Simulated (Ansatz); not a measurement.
`O[AsH2]` + NH₃ → `N[AsH2]` + H₂O at 500 K and 1 bar (ligand exchange at the As–O bond).

Computed with Ansatz on PBE0-D4/def2-TZVP structures; ΔE is electronic, products minus reactants. CBS: MP2 limit from def2 TZ/QZ plus the TZ coupled-cluster correction, frozen cores. This one scheme is used for every species. For As outer-core shells are correlated without core-valence functions, which leaves a few kJ/mol of doubt a bond. Scalar relativity is left out up to krypton.

| species | CCSD(T)/CBS energy (Eh) | H − E (kJ/mol) | S (J/(mol·K)) |
| --- | --- | --- | --- |
| `O[AsH2]` | -2311.97217 | 101.4 | 296.8 |
| NH₃ | -56.50880 | 108.2 | 211.8 |
| `N[AsH2]` | -2292.09958 | 135.7 | 301.1 |
| H₂O | -76.37941 | 73.2 | 206.3 |

H − E and S are ideal-gas, rigid-rotor, harmonic terms from PBE0-D4/def2-TZVP, for one conformer and one mirror image of each species. 1 Eh = 2625.50 kJ/mol, R = 8.31446 J/(mol·K).

Question: By hand: ΔE, ΔH, ΔS and ΔG.

Answer: ΔE = (-2292.09958) + (-76.37941) − (-2311.97217) − (-56.50880) = 0.00198 Eh = 5.2 kJ/mol. Δ(H − E) = 135.7 + 73.2 − 101.4 − 108.2 = -0.7, so ΔH = 4.5 kJ/mol. ΔS = 301.1 + 206.3 − 296.8 − 211.8 = -1.2 J/(mol·K). ΔG = 4.5 − 500 × (-1.2)/1000 = 5.1 kJ/mol.

Question: By hand: the equilibrium constant, and the temperature at which ΔG would vanish if ΔH and ΔS stayed fixed.

Answer: log₁₀ K = −ΔG/(RT ln 10) = -0.5. ΔH and −TΔS have one sign here, so there is no such temperature. One of them is within its doubt of zero, so this could turn.

The number of gas molecules stays the same, so ΔS is small and ΔH decides. The sign of ΔG lies within the doubt. A doubt of 5 kJ/mol in ΔE shifts log₁₀ K by 0.5 here. Other conformers and mirror images would add mixing entropy, several J/(mol·K) or more a flexible species. These are equilibria of isolated gas molecules and say nothing of rates. Largest T1 diagnostic: 0.012 (customary marks: 0.02 for closed shells, 0.045 for open ones).
